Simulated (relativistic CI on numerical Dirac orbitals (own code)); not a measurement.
Method of calculation: Dirac-Coulomb-Breit CI, orbitals from a KLI potential per configuration, QED by a radiative potential, unscaled Slater integrals (own radial code, finite nucleus).

The strongest absorption lines from the ground level of an ion, among the configurations computed and to levels below about 248 eV (vacuum wavelength in nm, gf): 10.128 (1.2), 10.301 (0.44), 10.587 (1.3), 10.595 (1.8), 10.683 (3.1), 11.013 (0.82), 11.199 (0.49), 13.104 (0.54).

(1) Which ion is it?
A. Pr XXVII
B. Cs XXI
C. I XXI
D. Cs XXIII

## Answers

(1) D. Cs XXIII has 33 electrons and the ground level 4s2 4p3 4S°_3/2; the strongest line goes to 4s2 4p2 4d 4P_5/2. The pattern of lines fixes the number of electrons, and along that sequence the line energies rise steadily with the charge (about as its square where n changes within one kind of shell, about linearly where n is kept but much faster in heavy ions where fine structure, which grows about as Z⁴, sets the gap, and irregularly where shells cross), which fixes Z. Configurations outside the model, such as inner-shell arrays, can give stronger lines. At this charge energies of transitions that change n are usually good to better than 1 %, and those within a shell (Δn = 0) to a few per cent.

LS names give the leading component of a level, which can be under half, so a name can repeat, a term be missing and a line seem to break the LS rules.
